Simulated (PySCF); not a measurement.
C₂H₆BiF, SMILES [F][Bi]([CH3])[CH3]. Geometry: PBE-D3(BJ)/def2-SVP. The def2 effective core potentials stand for the cores of Bi; spin–orbit coupling is left out.

Computed equilibrium geometry at PBE-D3(BJ)/def2-SVP (PySCF confirms it by a frequency run) as bond lengths and angles, and its point group:
point group Cs.
Atoms: Bi1 F2 C3 H4 H5 H6 C7 H8 H9 H10. Bond lengths (Å): Bi1–F2 2.076, Bi1–C3 2.291, Bi1–C7 2.291, C3–H4 1.106, C3–H5 1.107, C3–H6 1.107, C7–H8 1.106, C7–H9 1.107, C7–H10 1.107. Bond angles (°): F2–Bi1–C3 92.9, F2–Bi1–C7 92.9, C3–Bi1–C7 91.9, Bi1–C3–H4 110.7, Bi1–C3–H5 110.2, Bi1–C3–H6 105.2, H4–C3–H5 110.4, H4–C3–H6 110.0, H5–C3–H6 110.2, Bi1–C7–H8 110.7, Bi1–C7–H9 105.2, Bi1–C7–H10 110.2, H8–C7–H9 110.0, H8–C7–H10 110.4, H9–C7–H10 110.2.
Charge 0, spin multiplicity 1.
